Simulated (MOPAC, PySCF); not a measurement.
H2BCl, SMILES `BCl`, neutral singlet in the gas phase. 

Cartesian coordinates (Å):
SMILES: BCl
```xyz
4

B     -0.1560     0.0059    -0.0014
Cl     1.5849    -0.0594     0.0132
H     -0.6753     1.0713    -0.0053
H     -0.7536    -1.0177    -0.0065
```
Charge 0, multiplicity 1.

All levels are single points at this geometry (B3LYP-D3(BJ)/def2-TZVP); Pople sets use spherical d functions. Orbital energies aren't observables, and empty levels follow the basis.

BP86/6-31G* in PySCF gives dipole (D) = 0.57.

**Question.** Estimate the dipole (D) from each of these levels: PBE-D3(BJ)/def2-TZVP in PySCF; ωB97X-D3(BJ)/def2-TZVP in PySCF; B3LYP/3-21G in PySCF; B3LYP/6-31G* in PySCF; B3LYP/LANL2DZ in PySCF; M06-2X/6-31G* in PySCF; PBE/6-31G* in PySCF; PM3 in MOPAC.

**Answer.** 
| level | dipole (D) |
|---|---|
| PBE-D3(BJ)/def2-TZVP in PySCF | 0.41 |
| ωB97X-D3(BJ)/def2-TZVP in PySCF | 0.66 |
| B3LYP/3-21G in PySCF | 1.02 |
| B3LYP/6-31G* in PySCF | 0.71 |
| B3LYP/LANL2DZ in PySCF | 1.10 |
| M06-2X/6-31G* in PySCF | 0.87 |
| PBE/6-31G* in PySCF | 0.56 |
| PM3 in MOPAC | 0.21 |
